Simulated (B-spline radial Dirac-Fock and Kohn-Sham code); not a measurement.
## Magnetic form factor of the 3d shell of Dy⁴¹⁺

System: the Dy⁴¹⁺ ion in the configuration [Ar] 3d7.

Input of the calculation (task.json; shells as n, l, electrons):

```json
{"items": [{
  "Z": 66,
  "q": 41,
  "cfg": [[1, 0, 2], [2, 0, 2], [2, 1, 6], [3, 0, 2], [3, 1, 6], [3, 2, 7]],
  "A": 164,
  "rrms": 5.2218,
  "do": ["scatter"],
  "s": [0.0, 0.05, 0.1, 0.15, 0.2, 0.25, 0.3, 0.35, 0.4, 0.45, 0.5, 0.6, 0.7, 0.8, 0.9, 1.0, 1.1, 1.2, 1.4, 1.6, 1.8, 2.0, 2.5, 3.0, 3.5, 4.0, 5.0, 6.0],
  "pz": [0, 0.1, 0.2, 0.3, 0.4, 0.5, 0.6, 0.8, 1.0, 1.2, 1.4, 1.6, 1.8, 2.0, 2.5, 3.0, 4.0, 5.0, 7.0, 10.0, 15.0, 20.0, 30.0, 40.0, 60.0, 100.0],
  "hv_scatter": [2000, 5000, 8047.8, 10000, 17479.3, 50000, 100000, 500000]
}]}
```

Launch: `python xray_run.py task.json out`

The computed values come from a radial atomic solver: Dirac-Fock orbitals of the configuration average with a finite nucleus. ⟨j_K⟩ is the integral of the 3d radial density with the spherical Bessel function j_K(4πsr), s = sin θ/λ.

| s (Å⁻¹) | ⟨j0⟩ | ⟨j2⟩ | ⟨j4⟩ |
| --- | --- | --- | --- |
| 0 | 1.0000 | 0.0000 | 0.0000 |
| 0.05 | 0.9991 | 0.0003 | 0.0000 |
| 0.1 | 0.9966 | 0.0014 | 0.0000 |
| 0.15 | 0.9923 | 0.0031 | 0.0000 |
| 0.2 | 0.9864 | 0.0054 | 0.0000 |
| 0.25 | 0.9788 | 0.0084 | 0.0000 |
| 0.3 | 0.9697 | 0.0120 | 0.0001 |
| 0.35 | 0.9590 | 0.0163 | 0.0001 |
| 0.4 | 0.9468 | 0.0210 | 0.0002 |
| 0.45 | 0.9331 | 0.0264 | 0.0003 |
| 0.5 | 0.9181 | 0.0322 | 0.0004 |
| 0.6 | 0.8842 | 0.0451 | 0.0009 |
| 0.7 | 0.8458 | 0.0594 | 0.0016 |
| 0.8 | 0.8036 | 0.0749 | 0.0027 |
| 0.9 | 0.7583 | 0.0909 | 0.0041 |
| 1 | 0.7107 | 0.1073 | 0.0060 |
| 1.1 | 0.6615 | 0.1235 | 0.0083 |
| 1.2 | 0.6115 | 0.1393 | 0.0112 |
| 1.4 | 0.5116 | 0.1681 | 0.0185 |
| 1.6 | 0.4158 | 0.1917 | 0.0277 |

Radial moments of the shell: ⟨r²⟩ = 0.04642, ⟨r⁴⟩ = 0.003661, ⟨r⁶⟩ = 0.0004399 in powers of bohr.
